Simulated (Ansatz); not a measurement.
Ge4Te3. Total charge 0; singlet. Geometry PBE0-D4/def2-SVP; atoms count from 1.

```xyz
7

Ge    1.2011    1.0899   -1.3326
Ge   -1.2071    0.2546   -2.3757
Ge   -0.2058   -0.0134    1.7082
Ge    0.5621   -1.4559   -2.1760
Te    1.5808   -1.2442    0.2344
Te   -0.6228   -0.1752    4.0329
Te   -1.3084    1.5443   -0.0911
```

In the def2 sets Te takes a core potential; there is no spin–orbit coupling. Another isomer (singlet) lies 0.61 eV lower at PBE0-D4/def2-TZVP; other spin states weren't run for this one.

**Question.** Estimate the Mulliken populations from the PBE0/def2-TZVP orbitals of Ansatz.

**Answer.** 
```json
{"atom": "Ge1", "charge (e)": "0.06"}
{"atom": "Ge2", "charge (e)": "0.03"}
{"atom": "Ge3", "charge (e)": "0.29"}
{"atom": "Ge4", "charge (e)": "0.03"}
{"atom": "Te5", "charge (e)": "-0.10"}
{"atom": "Te6", "charge (e)": "-0.23"}
{"atom": "Te7", "charge (e)": "-0.10"}
```
Mulliken values depend strongly on the basis.

**Question.** And the Mayer bond orders between heavy atoms (over 0.3)?

**Answer.** Ge1–Ge2 0.60 (2.75 Å); Ge1–Ge4 0.59 (2.76 Å); Ge1–Te5 0.68 (2.84 Å); Ge1–Te7 0.68 (2.84 Å); Ge2–Ge4 0.99 (2.47 Å); Ge2–Te7 0.91 (2.63 Å); Ge3–Te5 0.82 (2.62 Å); Ge3–Te6 1.85 (2.37 Å); Ge3–Te7 0.82 (2.62 Å); Ge4–Te5 0.92 (2.63 Å).
